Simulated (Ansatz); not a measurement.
Gas-phase reaction in SMILES: CC(C)[Si](O)(O)O -> CC(C)[Si](O)(O)O as doublet, charge +1 + e-
Each molecule is optimised on its own at B3LYP-D3(BJ)/def2-TZVP (Ansatz, a program for electronic structure), one conformer each, not searched for the lowest. Frequencies are from Ansatz.

Property: adiabatic ionisation energy (0 K, with B3LYP-D3(BJ) harmonic zero-point energies), in eV. Correlated levels leave the core frozen unless marked. UHF or UKS for open shells. Spin-orbit coupling is left out. Non-relativistic. Basis-set limits of correlation are two-point, X^-3; Hartree-Fock from the larger set. [CCSD(T)-MP2]/basis is that difference in the basis named.

| level | program | adiabatic ionisation energy (eV) | minus last row |
|---|---|---|---|
| revPBE-D4/def2-TZVPD | Ansatz + dftd4 | 8.69 | -0.50 |
| B97M-V/def2-TZVPD | Ansatz | 8.81 | -0.38 |
| BHLYP/def2-TZVPD | Ansatz | 8.84 | -0.35 |
| B2PLYP-D4/def2-TZVPD | Ansatz + dftd4 | 8.92 | -0.27 |
| CCSD/6-31G | Ansatz | 8.99 | -0.20 |
| CCSD(T)/aug-cc-pV(D+d)Z | Ansatz | 9.10 | -0.09 |
| RI-MP2/CBS(cc-pV(T+d)Z,cc-pV(Q+d)Z)+[CCSD(T)-MP2]/cc-pV(T+d)Z | Ansatz | 9.19 | 0.00 |
